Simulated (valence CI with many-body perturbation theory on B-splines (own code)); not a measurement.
Results of a calculation; reference values are marked as such.
**Hyperfine factors and g values of Er XXIX**

Method: relativistic CI+MBPT: four valence electrons over a frozen Dirac-Fock core [Kr], radial functions for each j: 9 s, 9 p, 10 d, 8 f, 5 g, 3 h, 1 i, with the one-electron correlation potential Σ1 (screened to all orders), the two-electron term Σ2, the three-electron term Σ3, Breit, model QED; selected single and double excitations, second order for the rest (own B-spline code, finite nucleus).

No measured spectrum was set against this ion. As an estimate, large intervals hold to a few tenths of a per cent, small ones and those within an open d or f shell to about a per cent. Only levels of the ground parity were solved; by the run's estimate the other parity begins above the list, which can be wrong where configurations are misplaced.

A/g_I is the dipole constant over the nuclear g factor μ/I (μ in nuclear magnetons, uniformly magnetised nucleus), B/Q the quadrupole constant per barn. Both hold the static response of the core; the bare values leave it out. Large factors of s and p1/2 electrons are usually good to 5 to 10 %; those of open d and f shells near neutrality can be off by tens of per cent, and small factors of p3/2, d and f electrons come from cancelling terms and can be off by a factor of two or in sign, in half-filled shells by more. B is blank for J = 1/2, where it vanishes, and for nearly pure S terms. Energies count from the lowest level. Levels with J = 0 are left out.

Levels are named by their leading jj configuration (3d3/2^4 stands for four electrons in 3d with j = 3/2), which in mixed levels can hold well under half, so a name can repeat and another be missing. Letters in brackets count levels of one name in rising energy.

```
                    Level  E (cm⁻¹)      g  A/g_I (MHz)  A/g_I bare  B/Q (MHz/b)  B/Q bare
      (4d3/2^3 4d5/2) J=1     64957  1.497        -1370        -588         3740      3580
      (4d3/2^3 4d5/2) J=2     95435  1.325         5080        5500         6580      6310
      (4d3/2^3 4d5/2) J=4     99288  1.108        10100       10100         -266      -326
      (4d3/2^3 4d5/2) J=3    106840  1.224         8130        8350         4030      3840
(4d3/2^2 4d5/2^2) J=4 [a]    163290  1.158         8130        8230        -4120     -3990
(4d3/2^2 4d5/2^2) J=2 [a]    165150  1.111         5210        5250         7410      7120
(4d3/2^2 4d5/2^2) J=3 [a]    168460  1.094         7730        7720         1760      1690
    (4d3/2^2 4d5/2^2) J=5    181120  1.082         9460        9410         9040      8660
    (4d3/2^2 4d5/2^2) J=1    187890  1.174         9920       10000          532       490
    (4d3/2^2 4d5/2^2) J=6    190350  1.087         9960        9920        10700     10200
(4d3/2^2 4d5/2^2) J=4 [b]    201340  1.031        10900       10700        -3790     -3600
(4d3/2^2 4d5/2^2) J=3 [b]    202350  1.120        10200       10200         3380      3240
(4d3/2^2 4d5/2^2) J=2 [b]    204310  1.110         9300        9310         3130      3000
(4d3/2^2 4d5/2^2) J=2 [c]    236550  1.016        12900       12800         -971      -949
(4d3/2^2 4d5/2^2) J=4 [c]    239860  1.230         6730        6970        11000     10600
  (4d3/2 4d5/2^3) J=3 [a]    260650  1.144         5940        6030         1170      1150
  (4d3/2 4d5/2^3) J=4 [a]    265730  1.106         7540        7550         -919      -893
(4d3/2^2 4d5/2^2) J=2 [d]    273020  1.254         7740        8020        -3310     -3140
  (4d3/2 4d5/2^3) J=1 [a]    273610  0.874        10800       10400         4190      4010
      (4d3/2 4d5/2^3) J=5    274660  1.146         8090        8170        -6120     -5890
      (4d3/2 4d5/2^3) J=6    278780  1.074         9400        9340        12700     12200
  (4d3/2 4d5/2^3) J=2 [a]    298050  1.022        10900       10700         8780      8390
  (4d3/2 4d5/2^3) J=3 [b]    302230  1.089         9140        9110         4350      4220
  (4d3/2 4d5/2^3) J=3 [c]    337380  1.062        10100       10100        13600     13000
  (4d3/2 4d5/2^3) J=1 [b]    337900  1.446         1320        1990        -6100     -5840
  (4d3/2 4d5/2^3) J=4 [b]    343150  1.037        10300       10200        12400     11900
  (4d3/2 4d5/2^3) J=2 [b]    350020  1.108         9320        9330       -11500    -11000
            (4d5/2^4) J=4    372990  1.160         6890        7000       -11700    -11200
            (4d5/2^4) J=2    406640  1.032         7940        7820         2310      2220
```

Take the isotope of mass number 167, with I = 7/2, μ = -0.5623 μN and Q = 3.57 b. What is the hyperfine structure of (4d3/2^3 4d5/2) J=4?

From the table A = -1620 MHz, B = -948 MHz. Shifts from the centre of gravity in MHz: F = 1/2: 27900, F = 3/2: 25600, F = 5/2: 21700, F = 7/2: 16200, F = 9/2: 9100, F = 11/2: 254, F = 13/2: -10400, F = 15/2: -22900.
